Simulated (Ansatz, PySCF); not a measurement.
C3H10OSi2, SMILES [SiH2](CC(=C)[SiH3])O.

Coordinates come from a PBE0-D3(BJ)/def2-SVP optimisation. This is a generated structure with no PubChem entry under its InChIKey; it may be hypothetical. Other conformers were not sampled.

Vertical ionisation energy (IE) and electron affinity (EA) in eV. Rows of orbital energies are one-electron estimates. Where ΔSCF, EOM or ADC give a negative EA the extra electron is unbound and the value depends on the basis.

| level | IE | EA |
|---|---|---|
| −ε(HOMO), −ε(LUMO), HF/def2-TZVP (PySCF) | 9.65 | -3.11 |
| −ε(HOMO), −ε(LUMO), PBE/def2-TZVP (PySCF) | 6.18 | 1.46 |
| ΔSCF, CAM-B3LYP/def2-SVPD (Ansatz), final states of multiplicity 2 and 2 | 9.25 | -1.16 |
| ΔSCF, PBE/def2-SVPD (Ansatz), final states of multiplicity 2 and 2 | 8.86 | -0.70 |

Q: What vertical singlet–triplet gap does ΔSCF give with CAM-B3LYP/def2-SVPD (Ansatz, a first-principles code) and with PBE/def2-SVPD (Ansatz)? (An estimate is asked for; the answer gives what the named calculation found.)

A: 4.00 and 3.97 eV (triplet above singlet where positive).
